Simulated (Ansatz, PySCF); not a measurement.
This PySCF input computes a CAM-B3LYP/def2-TZVPD energy:

```python
from pyscf import gto, scf, dft

mol = gto.M(
    atom='''
    Si   -0.74336007   -0.01289496   -0.10806846
    C    -2.45435273   -0.02854038   -0.28073319
    Br    0.04736327    1.99465551    0.66417696
    Br    0.82614170   -0.35328628   -1.87257300
    Br    0.01305563   -1.62690971    1.33229848
    H    -2.95680659   -0.98230797   -0.40262757
    H    -2.93965730    0.82799657   -0.73660014
    ''',
    basis='def2-tzvpd',
    charge=-1,
    spin=0,
    verbose=4,
)

mf = dft.RKS(mol, xc='camb3lyp').density_fit(auxbasis='def2-universal-jkfit')
mf.grids.level = 3
mf.conv_tol = 1e-9
mf.max_cycle = 100
mf.max_memory = 1500
mf.kernel()
if not mf.converged:
    mf = mf.newton()
    mf.kernel(mf.make_rdm1())
mf.analyze()
```

Question: Write an input for the same energy in Ansatz (a program for electronic structure) and say what it gives.

Answer: 
Ansatz 0.2 input:
```yaml
crystal:
  periodic: [false, false, false]
  atoms:
    - {symbol: Si, position_ang: [-0.74336007, -0.01289496, -0.10806846]}
    - {symbol: C, position_ang: [-2.45435273, -0.02854038, -0.28073319]}
    - {symbol: Br, position_ang: [0.04736327, 1.99465551, 0.66417696]}
    - {symbol: Br, position_ang: [0.82614170, -0.35328628, -1.87257300]}
    - {symbol: Br, position_ang: [0.01305563, -1.62690971, 1.33229848]}
    - {symbol: H, position_ang: [-2.95680659, -0.98230797, -0.40262757]}
    - {symbol: H, position_ang: [-2.93965730, 0.82799657, -0.73660014]}
basis:
  gaussian:
    orbitals: def2-TZVPD
hamiltonian:
  xc: {name: CAM-B3LYP}
total_charge: -1
output: {forces: true}
```
It gives -8051.83313 Eh, and PySCF -8051.83324 Eh, a difference of 0.11 mEh, from the treatment of integrals and grids.

It need not be the lowest isomer of its formula. Whether it binds its extra electron was not tested at this geometry.
